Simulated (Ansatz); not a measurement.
Start from `[CH3][GaH][CH2]Br` and change one atom or group to get `[CH3][GaH][CH2]S`.

Ansatz, PBE0-D4/def2-TZVP geometries, multiplicity 1. Each molecule was computed in one conformer, which needn't be the lowest.

Scalar relativity is left out up to krypton.

| property | `[CH3][GaH][CH2]Br` |
| --- | --- |
| LUMO energy (ωB97M-V/def2-TZVPP) / eV | 0.75 |
| LUMO energy (B3LYP/def2-TZVPP) / eV | -1.23 |
| size of the dipole moment (ωB97M-V/def2-TZVPP) / D | 1.69 |
| LUMO energy (PBE/def2-TZVPP) / eV | -1.80 |
| LUMO energy (PBE0/def2-TZVPP) / eV | -0.96 |
| HOMO energy (B3LYP/def2-TZVPP) / eV | -7.27 |

(1) What does the change do to each property? (Best estimate.)

Answers

(1) The calculation gave: 
```json
{"property": "LUMO energy (ωB97M-V/def2-TZVPP) / eV", "`[CH3][GaH][CH2]S`": "1.21", "shift": "0.46"}
{"property": "LUMO energy (B3LYP/def2-TZVPP) / eV", "`[CH3][GaH][CH2]S`": "-0.67", "shift": "0.56"}
{"property": "size of the dipole moment (ωB97M-V/def2-TZVPP) / D", "`[CH3][GaH][CH2]S`": "0.89", "shift": "-0.80"}
{"property": "LUMO energy (PBE/def2-TZVPP) / eV", "`[CH3][GaH][CH2]S`": "-1.19", "shift": "0.61"}
{"property": "LUMO energy (PBE0/def2-TZVPP) / eV", "`[CH3][GaH][CH2]S`": "-0.42", "shift": "0.54"}
{"property": "HOMO energy (B3LYP/def2-TZVPP) / eV", "`[CH3][GaH][CH2]S`": "-6.50", "shift": "0.77"}
```

With PBE0 the HOMO rises by 0.78 eV and the LUMO rises by 0.54 eV, so the gap narrows by about 0.24 eV. PBE moves the HOMO by 0.69 eV and ωB97M-V by 0.82 eV. Dipoles are sizes alone; their direction can turn.

B3LYP here is the variant with VWN-RPA as its local correlation; programs differ in this.

Spin–orbit coupling is left out; it splits and shifts lone-pair levels of the heavy atoms by tenths of an eV.
